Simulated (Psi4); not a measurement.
H₆CdO₂Si₂ (SMILES [SiH3][O][Cd][O][SiH3]), singlet, at the geometry of the source list (core potentials on Cd); HF/def2-TZVP (Psi4 1.11).

Psi4 was given this input:
```
memory 2 GB

molecule {
0 1
  Cd   -0.44900000   -1.29950000   -0.37460000
  O    -1.59150000    0.21420000   -0.07100000
  Si   -2.22930000    0.61440000    1.35310000
  H    -1.35760000    0.15650000    2.47770000
  H    -3.55190000   -0.02610000    1.49270000
  H    -2.34720000    2.07470000    1.31750000
  O     1.47500000   -1.20110000   -0.22460000
  Si    2.32180000   -0.31660000   -1.27120000
  H     2.41400000   -1.02770000   -2.56870000
  H     3.63120000   -0.19510000   -0.63140000
  H     1.68470000    1.00630000   -1.49960000
}

set basis def2-tzvp

energy('scf')
print_variables()
```

The log (banner, timings and long lists left out):

```
   => Loading Basis Set <=

    Name: DEF2-TZVP
    Role: ORBITAL
    Keyword: BASIS

    !!!  WARNING: ECP capability is in beta. Please check occupations closely.  !!!

         ---------------------------------------------------------
                                   SCF
               by Justin Turney, Rob Parrish, Andy Simmonett
                          and Daniel G. A. Smith
                              RHF Reference
         ---------------------------------------------------------

  ==> Geometry <==

    Molecular point group: c1
    Full point group: C1

    Geometry (in Angstrom), charge = 0, multiplicity = 1:

       Center              X                  Y                   Z               Mass
    ------------   -----------------  -----------------  -----------------  -----------------
         CD          -0.208775411761    -0.561301127646    -0.160489997437   113.903365090000
         O           -1.351275411761     0.952398872354     0.143110002563    15.994914619570
         SI          -1.989075411761     1.352598872354     1.567210002563    27.976926534650
         H           -1.117375411761     0.894698872354     2.691810002563     1.007825032230
         H           -3.311675411761     0.712098872354     1.706810002563     1.007825032230
         H           -2.106975411761     2.812898872354     1.531610002563     1.007825032230
         O            1.715224588239    -0.462901127646    -0.010489997437    15.994914619570
         SI           2.562024588239     0.421598872354    -1.057089997437    27.976926534650
         H            2.654224588239    -0.289501127646    -2.354589997437     1.007825032230
         H            3.871424588239     0.543098872354    -0.417289997437     1.007825032230
         H            1.924924588239     1.744498872354    -1.285489997437     1.007825032230

  Running in c1 symmetry.

  Rotational constants: A =      0.12365  B =      0.03054  C =      0.02633 [cm^-1]
  Rotational constants: A =   3706.82181  B =    915.64947  C =    789.31717 [MHz]
  Nuclear repulsion =  386.688354915536081

  Charge       = 0
  Multiplicity = 1
  Electrons    = 70
  Nalpha       = 35
  Nbeta        = 35

  ==> Algorithm <==

  SCF Algorithm Type is DF.
  DIIS enabled.
  MOM disabled.
  Fractional occupation disabled.
  Guess Type is SAD.
  Energy threshold   = 1.00e-06
  Density threshold  = 1.00e-06
  Integral threshold = 1.00e-12

  ==> Primary Basis <==

  Basis Set: DEF2-TZVP
    Blend: DEF2-TZVP
    Number of shells: 86
    Number of basis functions: 212
    Number of Cartesian functions: 238
    Spherical Harmonics?: true
    Max angular momentum: 3

  Core potential: DEF2-TZVP
    Number of shells: 4
    Number of ECP primitives: 14
    Number of ECP core electrons: 28
    Max angular momentum: 3

   => Loading Basis Set <=

    Name: (DEF2-TZVP AUX)
    Role: JKFIT
    Keyword: DF_BASIS_SCF

  ==> Integral Setup <==

  SCF_SUBTYPE=INCORE selected. In-core MEM_DF algorithm will be used.
  Using in-core AOs.

  ==> MemDFJK: Density-Fitted J/K Matrices <==

    J tasked:                   Yes
    K tasked:                   Yes
    wK tasked:                   No
    Algorithm:                 Core
    Schwarz Cutoff:           1E-12
    Mask sparsity (%):      10.5287
    Fitting Condition:        1E-10

   => Auxiliary Basis Set <=

  Basis Set: (DEF2-TZVP AUX)
    Blend: DEF2-UNIVERSAL-JKFIT
    Number of shells: 211
    Number of basis functions: 773
    Number of Cartesian functions: 1000
    Spherical Harmonics?: true
    Max angular momentum: 6

  Minimum eigenvalue in the overlap matrix is 2.0320987817E-03.
  Reciprocal condition number of the overlap matrix is 3.5696354737E-04.
    Using symmetric orthogonalization.

  ==> Pre-Iterations <==

  SCF Guess: Superposition of Atomic Densities via on-the-fly atomic UHF (no occupation information).

   -------------------------
    Irrep   Nso     Nmo
   -------------------------
     A        212     212
   -------------------------
    Total     212     212
   -------------------------

  ==> Iterations <==

                           Total Energy        Delta E     RMS |[F,P]|

   @DF-RHF iter SAD:  -896.31415071425636   -8.96314e+02   0.00000e+00
   @DF-RHF iter   1:  -897.75087318124679   -1.43672e+00   4.20620e-03 ADIIS/DIIS
   @DF-RHF iter   2:  -897.88051339673518   -1.29640e-01   3.60523e-03 ADIIS/DIIS
   @DF-RHF iter   3:  -898.08664499668498   -2.06132e-01   2.83632e-04 ADIIS/DIIS
   @DF-RHF iter   4:  -898.09000205694849   -3.35706e-03   9.50510e-05 DIIS
   @DF-RHF iter   5:  -898.09046286803436   -4.60811e-04   3.84775e-05 DIIS
   @DF-RHF iter   6:  -898.09052830839232   -6.54404e-05   1.32320e-05 DIIS
   @DF-RHF iter   7:  -898.09054065234147   -1.23439e-05   4.36794e-06 DIIS
   @DF-RHF iter   8:  -898.09054203543656   -1.38310e-06   2.06948e-06 DIIS
   @DF-RHF iter   9:  -898.09054219352731   -1.58091e-07   5.95698e-07 DIIS
  Energy and wave function converged.

  ==> Post-Iterations <==

    Orbital Energies [Eh]
    ---------------------

    Doubly Occupied:

[...]
    Virtual:

[...]
    Final Occupation by Irrep:
              A
    DOCC [    35 ]
    NA   [    35 ]
    NB   [    35 ]

  @DF-RHF Final Energy:  -898.09054219352731

   => Energetics <=

    Nuclear Repulsion Energy =            386.6883549155360811
    One-Electron Energy =               -2082.7258019592964047
    Two-Electron Energy =                 797.9469048502329542
    Total Energy =                       -898.0905421935273125

Computation Completed

Properties will be evaluated at   0.000000,   0.000000,   0.000000 [a0]

Properties computed using the SCF density matrix

 Multipole Moments:

 ------------------------------------------------------------------------------------
     Multipole            Electronic (a.u.)      Nuclear  (a.u.)        Total (a.u.)
 ------------------------------------------------------------------------------------

 L = 1.  Multiply by 2.5417464519 to convert [e a0] to [Debye]
 Dipole X            :        -17.2038726           16.3875560           -0.8163166
 Dipole Y            :        -46.8371430           45.2523665           -1.5847765
 Dipole Z            :        -13.4201503           12.9742930           -0.4458573
 Magnitude           :                                                    1.8375740

 ------------------------------------------------------------------------------------

  Variable Map:
  ----------------------------------------------------------------------------
[...]
  Array Variable Map:
  ----------------------------------------------------------------------------
[...]
[...]
```
